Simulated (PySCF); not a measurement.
F₄Ti, SMILES [F][Ti]([F])([F])[F] (connectivity only; charge and spin as stated), charge -1, multiplicity 2.

Coordinates come from a B3LYP-D3(BJ)/def2-SVPD optimisation. The multiplicity is an assumed one; other spin states were not compared. The isomer is the one that the SMILES or the coordinates give; other isomers of the formula were not compared.

Two levels are set side by side: PBE/def2-SVPD (PySCF) and PBE0/def2-SVPD (PySCF). Same geometry, gas phase. Differences are taken from unrounded values.

```csv
quantity,PBE0,PBE,PBE minus PBE0
α-spin orbital gap (eV),4.21,0.55,-3.66
β-spin orbital gap (eV),9.35,6.59,-2.76
mean polarisability (bohr³),38.0,50.9,12.9
```

PBE's more diffuse valence density responds more strongly to a field. Differences between two approximate levels are no errors against the true value.

Rough cost on one machine, each run with all the roots and properties that it gave: PBE0 against PBE within a factor of 2.
